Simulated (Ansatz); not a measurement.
Stepwise reaction of `[GaH3]` with hydrogen fluoride, as a gas-phase model of exchange steps in deposition or etching. ΔE in kJ/mol; ΔG adds harmonic PBE0-D4 terms to CCSD(T)/CBS, at 1 bar.

Computed with Ansatz on PBE0-D4/def2-TZVP structures; ΔE is electronic, products minus reactants. CCSD(T)/CBS is the MP2 limit (def2-TZVPP, def2-QZVPP) plus CCSD(T) − MP2 in def2-TZVPP, frozen cores. This one scheme is used for every species. Functionals use def2-TZVPP. B3LYP here is the variant with VWN-RPA as its local correlation; programs differ in this. For Ga outer-core shells are correlated without core-valence functions, which leaves a few kJ/mol of doubt a bond. Scalar relativity is left out up to krypton.

```csv
step,reaction,PBE-D4,B3LYP-D4,ωB97M-V,CCSD(T)/CBS,ΔG(400 K)
1,`[GaH3]` + H–F → `[F][GaH2]` + H₂,-84.3,-87.0,-83.3,-80.3,-84.1
3,`[F][GaH][F]` + H–F → `[F][Ga]([F])[F]` + H₂,-31.2,-34.0,-32.7,-30.7,-27.7
```

Task: Give the row of step 2, `[F][GaH2]` + H–F → `[F][GaH][F]` + H₂. (Estimate.)

Result: The calculation gave: 
| step | reaction | PBE-D4 | B3LYP-D4 | ωB97M-V | CCSD(T)/CBS | ΔG(400 K) |
| --- | --- | --- | --- | --- | --- | --- |
| 2 | `[F][GaH2]` + H–F → `[F][GaH][F]` + H₂ | -68.7 | -71.4 | -69.4 | -67.2 | -67.8 |

Task: By hand: ΔE of the 3 steps together at CCSD(T)/CBS.

Result: (-80.3) + (-67.2) + (-30.7) = -178.2 kJ/mol, or -59.4 kJ/mol a step.

In ΔE each step is higher than the one before. All are downhill at CCSD(T)/CBS. ΔG lies between -84.1 and -27.7 kJ/mol a step. PBE-D4 differs from CCSD(T)/CBS by -4.0 to -0.5 kJ/mol a step. Isolated molecules leave out the surface, adducts and barriers. Largest T1 diagnostic: 0.015.
